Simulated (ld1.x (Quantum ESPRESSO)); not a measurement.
Configuration tests for Cu (RRKJ)

* Element: copper
* Generator: ld1.x (Quantum ESPRESSO) 7.5
* Type: norm-conserving RRKJ (Kleinman–Bylander form)
* Functional: LDA (PZ)
* Relativity: scalar-relativistic
* Frozen core: [Ne] 3s2
* Valence charge: 17
* Reference configuration: 3p6 3d10 4s0.5 4p0.5
* Partial waves: 4s (bound): rc 2.00 bohr; 3p (bound): rc 1.15 bohr; 3d (bound): rc 1.30 bohr
* Local potential: the d channel
* Core correction: none
* rho0: 0.001

Occupied shells without a wave of their own: 4p. They enter only through the test configuration that unscreens the potential.

Energies are relative to the spin-unpolarised reference configuration 3p6 3d10 4s0.5 4p0.5; without spin polarisation the order of configurations can differ from experiment. Spin-polarised rows fill each open shell by Hund’s rule, majority spin first. Not all tests gave a result: 1 of 9 tests not solved or not reliable. Left out of the table: 3p6 3d10 4s1 4p0 (solver errors, printed error -3434 eV).

| valence configuration | charge | ΔE all-electron (eV) | error AE − PS (meV) |
| --- | --- | --- | --- |
| 3p6 3d10 4s0 4p0 | +1 | 6.358 | +80 |
| 3p6 3d9 4s0 4p0 | +2 | 28.044 | +158 |
| 3p6 3d9 4s2 4p0 | 0 | -0.074 | -41 |
| 3p6 3d10 4s0 4p1 | 0 | 2.180 | -46 |
| 3p6 3d10 4s0.5 4p0 | +0.5 | 1.225 | +56 |
| 3p6 3d10 4s0.5 4p0.5 (spin-polarised) | 0 | -0.145 | -1.9 |
| 3p6 3d10 4s1 4p0 (spin-polarised) | 0 | -2.261 | +30 |

Question: What are ΔE and the potential's error for 3p5 3d10 4s1 4p0?

Answer: ΔE = 77.388 eV all-electron; the error (AE − PS) is -56 meV.

Note: ghost state, extra bound levels that the all-electron valence spectrum of the same l lacks: s at -299.5 eV. A true bound ghost makes a file unfit for plane-wave use.
